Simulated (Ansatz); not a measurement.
Consider the ligand exchange at the Sn–F bond: `[NH2][Sn]([NH2])([NH2])[F]` + NH₃ → `[NH2][Sn]([NH2])([NH2])[NH2]` + H–F.

Calculated with Ansatz (gas phase, PBE0-D4/def2-TZVP geometries, no zero-point term in ΔE). CCSD(T)/CBS is the MP2 limit (def2-TZVPP, def2-QZVPP) plus CCSD(T) − MP2 in def2-TZVPP, frozen cores. This one scheme is used for every species. DFT in def2-TZVPP. B3LYP here is the variant with VWN-RPA as its local correlation; programs differ in this. HSE06 is defined as in plane-wave codes. Elements past krypton have def2 core potentials. For Sn outer-core shells are correlated without core-valence functions, which leaves a few kJ/mol of doubt a bond. One conformer a species, not always the lowest.

| level | ΔE (kJ/mol) | difference from CCSD(T)/CBS |
| --- | --- | --- |
| LDA (SPW92) | 66.4 | 2.6 |
| revPBE-D4 | 70.2 | 6.4 |
| r2SCAN-D4 | 76.5 | 12.7 |
| B3LYP-D4 | 74.4 | 10.6 |
| HSE06-D4 | 68.5 | 4.7 |
| CAM-B3LYP-D4 | 76.6 | 12.8 |
| ωB97M-V | 72.4 | 8.6 |
| PBE0 | 72.4 | 8.6 |
| B3LYP | 80.9 | 17.1 |
| BHLYP | 79.0 | 15.2 |
| RPA@PBE/def2-TZVPP | 58.8 | -5.0 |
| MP2/def2-SVP | 77.7 | 13.9 |
| MP2/def2-TZVPP | 55.1 | -8.7 |
| SCS-MP2/def2-TZVPP | 60.8 | -3.0 |
| MP2/CBS(def2) | 59.3 | -4.5 |
| CCSD/CBS(def2) | 66.0 | 2.2 |
| CCSD(T)/CBS | 63.8 | 0 |

Largest T1 diagnostic among the species: 0.013.

Leaving LDA and LC-ωPBE aside and taking each functional with its dispersion term where it has one, the values, not all of them listed here, spread over 19.4 kJ/mol, from PBE-QIDH to B97M-V. LDA lies −10.2 kJ/mol from PBE without D4. At CCSD(T), def2-SVP lies +14.6 kJ/mol from the extrapolated value and def2-TZVPP −4.2 kJ/mol.
